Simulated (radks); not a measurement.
Values are calculated unless marked as measured or tabulated.
Task: These are the eigenvalues of the occupied orbitals of an atom or ion with whole-number occupations (eV). Code: a radial shooting solver on a logarithmic mesh with Libxc functionals. Model: scalar-relativistic Kohn-Sham, PBE, spin-polarised, spherical densities, finite nucleus; Fermi nuclear charge, rms radius of each element as measured or else 0.836 A^(1/3) + 0.57 fm.

| orbital | eigenvalue |
|---|---|
| 1s up | -2126.253 |
| 1s down | -2125.908 |
| 2s up | -214.7877 |
| 2s down | -214.3129 |
| 2p up | -165.4298 |
| 2p down | -164.8377 |
| 3p up | -37.7243 |

Which element is it, and in what charge state? The configuration may be excited. Open shells, if any, are filled with parallel spins first.

Result: Z = 15, phosphorus, charge +3: P3+ in [Ne] 3p2. The list shows which subshells hold electrons but not how many an open one holds; the 1s level, -78.138 hartree, gives Z - s = 12.5 by -(Z - s)^2/2, which with screening and relativity narrows Z to a few neighbours, and the depths of the outer levels then fix element, charge and occupations together.
